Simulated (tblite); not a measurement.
C3H10NOSi (doublet state).
Geometry (GFN2-xTB, Å), atoms numbered from 1 in this order:
```xyz
16
C3H10NOSi angstrom
C      2.6713   -0.5629    0.0490
C      1.8171    0.6354    0.1054
O      0.4613    0.3994   -0.1944
C     -0.2244   -0.3243    0.8129
Si    -1.9878   -0.6172    0.1614
N     -2.6240    0.9600   -0.0878
H      2.3622   -1.4147   -0.5232
H      3.6515   -0.5425    0.4810
H      1.9080    1.1247    1.0945
H      2.1403    1.3816   -0.6444
H      0.2905   -1.2702    1.0180
H     -0.2179    0.2499    1.7495
H     -1.8986   -1.4887   -1.0197
H     -2.8125   -1.2495    1.1950
H     -1.9994    1.6579   -0.4620
H     -3.5453    1.0702   -0.4792
```

Computed geometry: GFN2-xTB, gas phase. This method treats the open shell by occupation alone, without spin polarisation.

Masses are those of the commonest isotopes; rigid-rotor values at the optimised geometry. The values belong to one conformer with, in the numbering `[CH2:1][CH2:2][O:3][CH2:4][SiH2:5][NH2:6]`, H–C1–C2–O3 22° and -165°, C1–C2–O3–C4 71°, C2–O3–C4–Si5 -177°, O3–C4–Si5–N6 -60°, C4–Si5–N6–H 39° and 177°.

Question: Give the principal moments of inertia and the rotational constants in cm⁻¹.

Answer: Ia = 67.70, Ib = 395.50, Ic = 434.14 u·Å²; 505379 MHz·u·Å²/I gives 7465, 1278 and 1164 MHz, that is A = 0.24901, B = 0.04262, C = 0.03883 cm⁻¹.

Question: Classify the top.

Answer: A near-prolate asymmetric top: κ = (2 × 1278 − 7465 − 1164)/(7465 − 1164) = -0.96.

Question: What does the inertial defect say?

Answer: Not planar: Δ = Ic − Ia − Ib = -29.06 u·Å². For a rigid frame Δ = −2 Σ m c², so Σ m c² = 14.53 u·Å² lies off the ab plane: 8.50 from hydrogen and 6.03 from heavier atoms. The atom farthest from that plane is 1.63 Å away.

Question: Give the other two planar moments, Paa and Pbb, and the rms extents of the mass along the axes.

Answer: Paa = Σ m a² = (Ib + Ic − Ia)/2 = 380.97 and Pbb = Σ m b² = (Ia + Ic − Ib)/2 = 53.17 u·Å². With the mass M = 104.05 u, the rms extents √(P/M) along a, b and c are 1.91, 0.71, 0.37 Å.

Question: Estimate the classical rotational partition function at 10 K, 25 K and 500 K.

Answer: Point group C1, symmetry number σ = 1; q = (√π/σ)·√((kT/h)³/(ABC)), k/h = 20836.6 MHz/K: 1600 at 10 K, 6320 at 25 K, 566000 at 500 K.

For this open shell read J as N, the rotation without spin; fine and hyperfine splittings come on top. Its GFN2-xTB frequencies are all real (lowest 44 cm⁻¹). No vibrational averaging or centrifugal distortion is included, and the geometry carries the error of its method.

The run took 0.76 s on one thread, Arm Neoverse V2 (aarch64) (shared host). That covers the optimisation of the geometry.
